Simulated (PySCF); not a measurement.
Question: Write Cartesian coordinates for `[O]=[Mo-2](=[O])(=[O])=[O]` ([MoO4]2-) as optimised with PBE0-D3(BJ)/def2-SVP. (Charge -2 and singlet state.)

Answer: 
```xyz
5
MoO4 angstrom
Mo    -0.0004    0.0000   -0.0001
O      0.0212   -0.0119    1.7658
O      1.6573    0.0081   -0.6075
O     -0.8424    1.4446   -0.5693
O     -0.8357   -1.4408   -0.5888
```

Orientation and origin are arbitrary. Atoms count from 1 in this order. Mo1 (molybdenum bonded to 4 O) is tetrahedral (angles from 109.4° to 109.5°). All 4 Mo–O bonds measure 1.766 Å.

Bonds between heavy atoms (Å): Mo1–O2 1.766, Mo1–O3 1.766, Mo1–O4 1.766, Mo1–O5 1.766.

Computed, not measured: PBE0-D3(BJ)/def2-SVP geometry optimisation, gas phase, def2 core potentials past Kr (PySCF 2.14.0).

Point group: Td (tolerance 0.08 Å). No frequency check. Whether so highly charged an anion holds all its electrons in the gas phase wasn't checked; a finite basis holds them in any case. The ion is multiply charged and computed without counter-ions or solvent. The geometry's basis has no diffuse functions, a weakness for an anion.

On one thread, Intel Xeon 6975P-C (x86_64), shared host with 192 logical CPUs at a one-minute load of 100, this took 13 s and 0.35 GiB of memory at its peak. That covers the optimisation of the geometry.
